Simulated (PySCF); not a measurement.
# A small calculation by hand: entropy of an ideal gas

Si(Cl)(H)2(SH) (ClH₃SSi), SMILES S[SiH2]Cl.

Geometry optimised at B3LYP-D3(BJ)/def2-TZVP. One conformer was computed; it need not be the lowest.

B3LYP-D3(BJ)/def2-TZVP in PySCF gives the harmonic wavenumbers 161, 217, 481, 511, 555, 700, 807, 878, 944, 2259, 2276, 2669 cm⁻¹ and the rotational temperatures 0.6513, 0.1137, 0.1004 K. The molar mass is 98.62 g/mol, the symmetry number 1, the spin multiplicity 1.

Work out the entropy at 298.15 K and 1 atm in the rigid-rotor, harmonic-oscillator model.


Translation (Sackur–Tetrode at 1 atm): S = R[1.5 ln M + 2.5 ln T − 1.16487] = 166.0 J/(mol K).
Rotation: q = (√π/σ) T^1.5/√(θA θB θC) = 106000, S = R[ln q + 3/2] = 108.7 J/(mol K).
Vibration: with u = 1.4388 ν/T, each mode gives R[u/(e^u − 1) − ln(1 − e^−u)]:
```
ν (cm⁻¹)  modes     u  S (J/(mol K))
--------  -----  ----  -------------
161           1  0.78          10.62
217           1  1.05           8.30
481           1  2.32           2.96
511           1  2.47           2.64
555           1  2.68           2.23
700           1  3.38           1.28
807           1  3.89           0.84
878           1  4.24           0.64
944           1  4.56           0.49
```
The stiffer modes add less than 0.005 each. Sum 30.0 J/(mol K).
Spin: R ln 1 = 0.0 J/(mol K).
Total 304.7 J/(mol K); the program's own thermochemistry gives 304.7. Translation makes up 54 % and vibration 10 %. Anharmonicity, hindered rotation and orbital degeneracy are left out.
